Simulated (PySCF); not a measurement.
propyne (C3H4), singlet, geometry from GFN2-xTB; DF-CAMB3LYP/STO-3G in PySCF.

Here is a job for PySCF.
```python
from pyscf import gto, scf, dft

mol = gto.Mole()
mol.atom = '''
    C     0.00251601   -0.00427449    0.21384286
    C    -0.01028846   -0.01351722    1.40987627
    C     0.00901665    0.01179166   -1.23156806
    H    -0.03481017   -0.01436157    2.45813969
    H    -0.01568984    1.04063331   -1.59024389
    H     0.90833899   -0.47377787   -1.60942938
    H    -0.86530420   -0.51649354   -1.61137288
'''
mol.basis = 'sto-3g'
mol.verbose = 5
mol.build()

mf = dft.RKS(mol)
mf.xc = 'camb3lyp'
mf = mf.density_fit(auxbasis='def2-universal-jkfit')
mf.kernel()
```

Output, abridged:

```
PySCF version 2.14.0

[INPUT] verbose = 5
[INPUT] max_memory = 4000
[INPUT] num. atoms = 7
[INPUT] num. electrons = 22
[INPUT] charge = 0
[INPUT] spin (= nelec alpha-beta = 2S) = 0
[INPUT] symmetry False subgroup None
[INPUT] Mole.unit = angstrom
[INPUT] Symbol           X                Y                Z      unit          X                Y                Z       unit  Magmom
[...]
[INPUT] ---------------- BASIS SET ----------------
[INPUT] l, kappa, [nprim/nctr], expnt,             c_1 c_2 ...
[INPUT] H
[...]
                                0.62391373        0.53532814
                                0.1688554         0.44463454
[INPUT] C
[...]
                                13.045096         0.53532814
                                3.5305122         0.44463454
[...]
                                0.6834831         0.39951283
                                0.2222899         0.70011547
[...]
                                0.6834831         0.60768372
                                0.2222899         0.39195739

nuclear repulsion = 59.192213232051
number of shells = 13
number of NR pGTOs = 57
number of NR cGTOs = 19
basis = sto-3g
ecp = {}

******** <class 'pyscf.df.df_jk.DFRKS'> ********
method = DFRKS
initial guess = minao
damping factor = 0
level_shift factor = 0
DIIS = <class 'pyscf.scf.diis.CDIIS'>
diis_start_cycle = 1
diis_space = 8
diis_damp = 0
SCF conv_tol = 1e-09
SCF conv_tol_grad = None
SCF max_cycles = 50
direct_scf = False
XC library pyscf.dft.libxc version 7.1.2
    S. Lehtola, C. Steigemann, M. J. T. Oliveira, and M. A. L. Marques,  SoftwareX 7, 1–5 (2018)
XC functionals = camb3lyp
    T. Yanai, D. P. Tew, and N. C. Handy,  Chem. Phys. Lett. 393, 51 (2004)
radial grids:
    Treutler-Ahlrichs [JCP 102, 346 (1995); DOI:10.1063/1.469408] (M4) radial grids

becke partition: Becke, JCP 88, 2547 (1988); DOI:10.1063/1.454033
pruning grids: <function nwchem_prune>
grids dens level: 3
symmetrized grids: False
atomic radii adjust function: <function treutler_atomic_radii_adjust>
small_rho_cutoff = 0
Set gradient conv threshold to 3.16228e-05
Initial guess from minao.
atom C rad-grids = 75, ang-grids = [ 50  50  50  50  50  50  50  50  50  50  50  50  50  50  50  50  50  50
  50  50  50  50  86  86  86  86  86  86  86  86  86  86 266 266 266 266
 266 266 302 302 302 302 302 302 302 302 302 302 302 302 302 302 302 302
 302 302 302 302 266 266 266 266 266 266 266 266 266 266 266 266 266 266
 266 266 266]
[...]
  -0.55644146  -0.46995951  -0.46945281  -0.46931581  -0.27212786
  -0.27204298   0.24636308   0.24660093   0.4171187    0.52951327
   0.53383372   0.53440871   0.57584957   1.22058281]
nelec by numeric integration = 22.000003581544007
E1 = -271.52428575853736  E2 = 97.19687783719006  Ecoul = 114.86675646755008  Exc = -17.669878630360017
cycle= 4 E= -115.135194689296  delta_E= -0.00123  |g|= 0.00596  |ddm|= 0.07
[...]
  mo_energy =
[-10.11562269 -10.04528454 -10.02487747  -0.81902506  -0.73095414
  -0.55629481  -0.47043831  -0.47028987  -0.46962247  -0.27071368
  -0.2706291    0.2479765    0.24821592   0.41776624   0.52852115
   0.53284286   0.53341903   0.57591061   1.22251659]
nelec by numeric integration = 22.00000358333079
E1 = -271.52687074324496  E2 = 97.1994522595634  Ecoul = 114.86972751264507  Exc = -17.670275253081673
cycle= 5 E= -115.135205251631  delta_E= -1.06e-05  |g|= 0.00137  |ddm|= 0.00892
[...]
  mo_energy =
[-10.11408231 -10.04499543 -10.02428554  -0.81857615  -0.73060676
  -0.55609613  -0.47006113  -0.46991869  -0.46921308  -0.27042927
  -0.27034463   0.24828348   0.2485228    0.41813365   0.52888256
   0.53326941   0.53384582   0.57626529   1.22288877]
nelec by numeric integration = 22.00000358122378
E1 = -271.5233157981469  E2 = 97.1958967491284  Ecoul = 114.8659529507006  Exc = -17.6700562015722
cycle= 6 E= -115.135205816968  delta_E= -5.65e-07  |g|= 4.12e-05  |ddm|= 0.00179
[...]
  mo_energy =
[-10.11409758 -10.04498504 -10.02428921  -0.81857814  -0.73060264
  -0.5560912   -0.47006658  -0.46992455  -0.46921645  -0.27042705
  -0.27034241   0.24828517   0.2485245    0.41813248   0.52887854
   0.53326156   0.53383801   0.57626217   1.22289306]
nelec by numeric integration = 22.000003581178134
E1 = -271.52333749912896  E2 = 97.19591844924423  Ecoul = 114.86597762229862  Exc = -17.670059173054383
cycle= 7 E= -115.135205817834  delta_E= -8.66e-10  |g|= 6.26e-06  |ddm|= 8.37e-05
[...]
  mo_energy =
[-10.11409605 -10.04498299 -10.02429362  -0.81857719  -0.73060363
  -0.55609318  -0.47006523  -0.46992311  -0.46921571  -0.27042811
  -0.27034347   0.24828464   0.24852397   0.41813188   0.52887974
   0.53326294   0.5338394    0.57626201   1.22289196]
nelec by numeric integration = 22.000003581169814
E1 = -271.52332766929374  E2 = 97.19590861941361  Ecoul = 114.86596791103375  Exc = -17.67005929162014
Extra cycle  E= -115.135205817829  delta_E= 4.6e-12  |g|= 8.18e-06  |ddm|= 1.48e-05
converged SCF energy = -115.135205817829
```
